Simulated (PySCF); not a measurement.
First SCF of a structure search on doublet GeCl3, at a hand-made trigonal planar geometry. PySCF input:

```python
from pyscf import gto, scf, dft
mol = gto.M(atom='''
Ge     0.000000     0.000000     0.000000
Cl     2.200000     0.000000     0.000000
Cl    -1.100000     1.905300     0.000000
Cl    -1.100000    -1.905300     0.000000''',
    basis={'Ge': 'def2-SVP', 'Cl': 'def2-SVP'},
    charge=0, spin=1)
mf = dft.UKS(mol, xc='PBE')
mf.grids.atom_grid = (50, 194)
aux = {'Ge': 'def2-universal-JKFIT', 'Cl': 'def2-universal-JKFIT'}
mf = mf.density_fit(auxbasis=aux)
mf.conv_tol = 1e-08
mf.diis_space = 10
mf.max_cycle = 60
mf.init_guess = 'minao'
mf.verbose = 4
mf.kernel()
```

Excerpt of the output (cycles alone):

```
init E= -3455.67293464333
cycle= 1 E= -3455.98973762787  delta_E= -0.317  |g|= 0.506  |ddm|= 1.81
cycle= 2 E= -3455.46654489685  delta_E= 0.523  |g|= 1.12  |ddm|= 1.75
cycle= 3 E= -3456.09973833757  delta_E= -0.633  |g|= 0.0914  |ddm|= 1.28
cycle= 4 E= -3456.10386701901  delta_E= -0.00413  |g|= 0.0389  |ddm|= 0.147
cycle= 5 E= -3456.10480461062  delta_E= -0.000938  |g|= 0.00452  |ddm|= 0.0406
cycle= 6 E= -3456.10481632835  delta_E= -1.17e-05  |g|= 0.000984  |ddm|= 0.0081
cycle= 7 E= -3456.10481692002  delta_E= -5.92e-07  |g|= 0.000238  |ddm|= 0.00161
cycle= 8 E= -3456.1048169618  delta_E= -4.18e-08  |g|= 6.79e-05  |ddm|= 0.000407
cycle= 9 E= -3456.10481696282  delta_E= -1.01e-09  |g|= 5.72e-05  |ddm|= 0.000192
Extra cycle  E= -3456.1048169531  delta_E= 9.72e-09  |g|= 0.000128  |ddm|= 0.000303
converged SCF energy = -3456.1048169531  <S^2> = 0.75224346  2S+1 = 2.0022422
```

No lower solution of this spin was found by a stability analysis within the unrestricted form.

The search for the lowest solution, with the stability check, took 9.2 s on 2 threads of a shared Intel Xeon @ 2.70GHz host, with 86 basis functions; the process peaked at 0.29 GiB.
